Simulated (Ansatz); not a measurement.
`C[SiH2][NH][AlH2]`, relaxed with RKS PBE-D4/def2-SVP in the Gaussian-basis code of Ansatz from a rough embedded geometry. The force threshold is 0.03 eV/Å; the program also tests the step.

The species carries charge 0 and has multiplicity 1.

Start:

```xyz
12

C     0.636   -1.324    1.512
Si    0.652   -0.245    0.026
N    -1.018    0.134   -0.383
Al   -1.099    1.255   -1.892
H     1.750   -1.590    1.774
H     0.225   -0.826    2.404
H     0.116   -2.289    1.335
H     1.355    0.966    0.323
H     1.271   -0.934   -1.055
H    -1.444    0.706    0.437
H    -2.418    1.634   -2.598
H    -0.025    2.513   -1.883
```

| step | energy (eV) | largest force (eV/Å) | largest move (Å) |
| --- | --- | --- | --- |
| 1 | -17114.2419 | 1.824 | 0.000 |
| 2 | -17114.8277 | 0.983 | 0.195 |
| 3 | -17114.9968 | 1.243 | 0.147 |
| 4 | -17115.1571 | 0.619 | 0.200 |
| 5 | -17115.2681 | 0.527 | 0.200 |
| 6 | -17115.3407 | 0.380 | 0.200 |
| 7 | -17115.3808 | 0.114 | 0.200 |
| 8 | -17115.3820 | 0.271 | 0.136 |
| 9 | -17115.3875 | 0.259 | 0.079 |
| 10 | -17115.4006 | 0.126 | 0.200 |
| 11 | -17115.4078 | 0.293 | 0.195 |
| 12 (rejected) | -17115.4044 | 0.406 | 0.195 |
| 13 | -17115.4171 | 0.116 | 0.098 |
| 14 | -17115.4234 | 0.053 | 0.096 |
| 15 | -17115.4302 | 0.066 | 0.146 |
| 16 | -17115.4346 | 0.153 | 0.194 |
| 17 | -17115.4376 | 0.069 | 0.054 |
| 18 | -17115.4378 | 0.174 | 0.106 |
| 19 | -17115.4397 | 0.179 | 0.127 |
| 20 | -17115.4415 | 0.062 | 0.051 |
| 21 | -17115.4418 | 0.044 | 0.016 |
| 22 | -17115.4419 | 0.007 | 0.031 |

End:

```xyz
12

C     0.578   -1.477    1.302
Si    0.829    0.154    0.384
N    -0.687    0.845   -0.193
Al   -1.238    1.169   -1.878
H     1.551   -1.885    1.646
H    -0.064   -1.339    2.196
H     0.097   -2.231    0.647
H     1.537    1.115    1.310
H     1.685   -0.059   -0.836
H    -1.341    1.105    0.556
H    -2.689    1.816   -2.058
H    -0.258    0.786   -3.077
```

It took 26 s on 4 threads of an Arm Neoverse V1 on a shared host, with 0.16 GiB of host memory at the peak.
